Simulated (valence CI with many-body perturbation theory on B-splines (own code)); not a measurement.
**Er XIX in brief**

Method: valence CI with perturbative core correlation (CI+MBPT): four valence electrons over a frozen Dirac-Fock core [Kr] 4d10, radial functions for each j: 8 s, 8 p, 9 d, 9 f, 6 g, 3 h, 2 i, with the one-electron correlation potential Σ1 (screened to all orders), the two-electron term Σ2, the three-electron term Σ3, Breit, model QED; selected single and double excitations, second order for the rest, scaled by the run's own slope (own B-spline code, finite nucleus).

No measured levels were compared; by estimate terms of the open shell hold to a few per cent of their energy, and close levels can change places. Core correlation moves these levels by up to 3400 cm⁻¹, and in measured spectra 5 to 20 % of such shifts remained as error; rates that hang on mixing are uncertain with them. Only levels of the ground parity were solved; by the run's estimate the other parity begins above the list, which can be wrong where configurations are misplaced.

Names give the largest LS component (configuration and term), which can be under half, so a name can repeat, a term be missing and a line seem to break the LS rules; names also repeat where a configuration has a term twice.

Rates and lifetimes use the calculated energies. Strong lines usually hold to 10 to 20 %, long lifetimes can be off by a factor of two.

Q: What is the ground level?

A: 4f⁴ ⁵I_4, composition 91 % 4f⁴ ⁵I + 8 % 4f⁴ ³H, g = 0.616.

Q: How is the term ⁵I of the ground level split?

A: J = 4 at 0.0, J = 5 at 6127, J = 6 at 12138, J = 7 at 17822, J = 8 at 23169 cm⁻¹.

Q: What is the ionisation energy?

A: 440.35 eV; NIST lists 450 ± 22 eV (theoretical).

Q: How well does LS coupling describe the low levels?

A: Among the lowest 20 levels the leading LS term, summed over configurations, holds 71 % on average. For single configurations the figures are 71 % in LS and 60 % in jj coupling. Terms mix most in the J = 8 level at 43826 cm⁻¹, where the leading one holds 29 %.

Q: Name the longest-lived excited levels whose lifetime is computed, and their main decay.

A: 4f⁴ ⁵F_2 at 28112 cm⁻¹ lives 325 s, mostly by E2 to 4f⁴ ⁵I_4. The lifetime of 4f⁴ ⁵F_1 is too uncertain to give, and may be longer.
